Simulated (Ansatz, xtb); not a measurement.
**AlF2H2Si−: where a starting geometry ends**

The starting geometry of this gas-phase singlet has its atoms placed at random.

```xyz
6

Al   -0.6665   -0.7397    0.4764
F    -1.1676    0.9461   -1.4049
F     0.9927    1.6343   -0.2689
Si    0.5485    0.7924    1.4192
H    -1.7964   -0.5306   -1.1540
H    -0.6058    1.5468    0.5335
```

Task: One run relaxed it with r2SCAN-D4/def2-SVPD. What is a likely outcome?

Result: It ends as a structure given below by its coordinates. Distances that change by over a tenth: Al1–Si4 (2.17 → 2.41 Å). Contacts that close: Al1–F2 (2.58 → 1.73 Å), Al1–H5 (1.99 → 1.63 Å), F3–Si4 (1.94 → 1.73 Å).

The energy falls by 6.20 eV over 17 steps:

```json
{"step": "1", "E − E(last) (eV)": "6.202"}
{"step": "3", "E − E(last) (eV)": "3.363"}
{"step": "5", "E − E(last) (eV)": "1.442"}
{"step": "6", "E − E(last) (eV)": "0.832"}
{"step": "8", "E − E(last) (eV)": "0.308"}
{"step": "10", "E − E(last) (eV)": "0.090"}
{"step": "12", "E − E(last) (eV)": "0.014"}
{"step": "13", "E − E(last) (eV)": "0.005"}
{"step": "15", "E − E(last) (eV)": "0.000"}
{"step": "17", "E − E(last) (eV)": "0.000"}
```

Final geometry (Å):

```yaml
atoms:
  - { symbol: Al, position_ang: [-0.8188, 0.0061, -0.6242] }
  - { symbol: F, position_ang: [-1.1743, 0.6844, -2.1746] }
  - { symbol: F, position_ang: [1.5467, 1.9971, 0.5484] }
  - { symbol: Si, position_ang: [0.6556, 0.6559, 1.1691] }
  - { symbol: H, position_ang: [-2.0530, -0.9724, -0.2089] }
  - { symbol: H, position_ang: [-0.8513, 1.2782, 0.8917] }
```

From the same start GFN2-xTB reaches the same bonding as this run.

From so rough a start the end depends on the optimiser's path, so another program may land elsewhere. The end wasn't checked by frequencies. Run with Ansatz 0.2.0, 19 s on 2 threads of Intel(R) Xeon(R) 6975P-C (Granite Rapids), with other jobs on the host.
